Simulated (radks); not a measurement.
Q: Cd, 48 electrons, occupied as [Kr] 4d10 5s2. Method: Dirac Kohn-Sham, AM05, spin-unpolarised, spherical densities, point nucleus; computed with a radial shooting solver on a logarithmic mesh with Libxc functionals. Some entries of the table are withheld. Estimate them.

orbital,occ.,eigenvalue (eV),<r> (bohr)
1s1/2,2,-26479.35,0.03042
2s1/2,2,-3930.915,0.1314
2p1/2,2,(1),0.1113
2p3/2,4,(2),0.1165
3s1/2,2,-732.1750,0.3585
3p1/2,2,-623.8589,0.3497
3p3/2,4,-589.5370,0.3608
3d3/2,4,-397.4975,(3)
3d5/2,6,-390.5152,(4)
4s1/2,2,-105.6241,0.8791
4p1/2,2,-70.8447,(5)
4p3/2,4,-64.9792,(6)
4d3/2,4,-12.1402,1.278
4d5/2,6,-11.4398,1.299
5s1/2,2,-5.6469,2.883

A: 
(1) 2p1/2 eigenvalue (eV): -3660.666
(2) 2p3/2 eigenvalue (eV): -3468.547
(3) 3d3/2 <r> (bohr): 0.3328
(4) 3d5/2 <r> (bohr): 0.3363
(5) 4p1/2 <r> (bohr): 0.9390
(6) 4p3/2 <r> (bohr): 0.9705
